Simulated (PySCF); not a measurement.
## Basis and Hamiltonian dependence of the excitation energy of W⁺

W⁺ [Xe] 4f14 5d4 6s1 (6D) → W⁺ [Xe] 4f14 5d4 6p1 (high-spin determinant). Calculated with PySCF 2.14 from differences of total energies of unrestricted determinants, without spin-orbit coupling. Values in eV.

```
                                                  basis    Hamiltonian  functions    UHF  r2SCAN   PBE0  MP2 (valence)  CCSD(T) (valence)
                           aug-cc-pVDZ-PP with ECP60MDF            ECP         54  5.211   5.569  5.372          5.345              5.285
                         aug-cc-pwCVDZ-PP with ECP60MDF            ECP         70  5.236   5.602  5.396          5.384              5.325
def2-QZVPPD with the def2 core potential (60 electrons)            ECP         84  5.251   5.647  5.436          5.401              5.344
                                           x2c-TZVPPall  spin-free X2C         97  5.236   5.657  5.406          5.793              5.760
                         aug-cc-pwCVTZ-PP with ECP60MDF            ECP        122  5.231   5.603  5.401          5.385                n/a
                                           x2c-QZVPPall  spin-free X2C        144  5.243     n/a    n/a            n/a                n/a
```

Frozen in the all-electron rows: valence: [Xe] 4f14; with a core potential, the same shells as far as they lie outside it.

One determinant mixes LS terms of the configuration, so the numbers do not refer to single terms.
